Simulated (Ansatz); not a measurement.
The cluster Te4As⁺. Charge 1, multiplicity 1. Geometry PBE-D4/def2-SVP.

```xyz
5

As    0.070    1.531   -0.630
Te    0.304   -0.653   -2.137
Te   -1.940    1.102    1.045
Te    0.599    0.171    1.638
Te    0.967   -2.151    0.084
```

In the def2 sets Te takes a core potential, while STO-3G treats all electrons; there is no spin–orbit coupling. HSE06 is defined as in plane-wave codes, on full-range PBE exchange. The structure comes from a short search, and lower isomers may exist.

(1) Estimate the orbital energies around the gap (eV) in Ansatz with HF/STO-3G, PBE-D4/def2-SVP, r2SCAN-D4/def2-TZVP, PBE0-D4/def2-SVP, HSE06-D4/def2-TZVP.

Results:

(1) 
```tsv
orbital	HF/STO-3G	PBE-D4/def2-SVP	r2SCAN-D4/def2-TZVP	PBE0-D4/def2-SVP	HSE06-D4/def2-TZVP
HOMO−5	-14.05	-12.19	-12.40	-13.29	-12.74
HOMO−4	-12.90	-11.73	-11.90	-12.69	-12.17
HOMO−3	-12.74	-11.21	-11.38	-12.19	-11.68
HOMO−2	-12.62	-10.58	-10.81	-11.61	-11.15
HOMO−1	-11.98	-10.15	-10.33	-11.08	-10.63
HOMO	-10.74	-9.27	-9.44	-10.13	-9.71
LUMO	-3.09	-8.37	-8.32	-7.87	-8.09
LUMO+1	-2.17	-8.24	-8.13	-7.65	-7.87
LUMO+2	-1.77	-7.75	-7.69	-7.25	-7.48
LUMO+3	-0.49	-7.04	-6.89	-6.40	-6.64
LUMO+4	0.25	-6.61	-6.41	-5.88	-6.12
LUMO+5	0.74	-6.32	-6.13	-5.63	-5.89
```
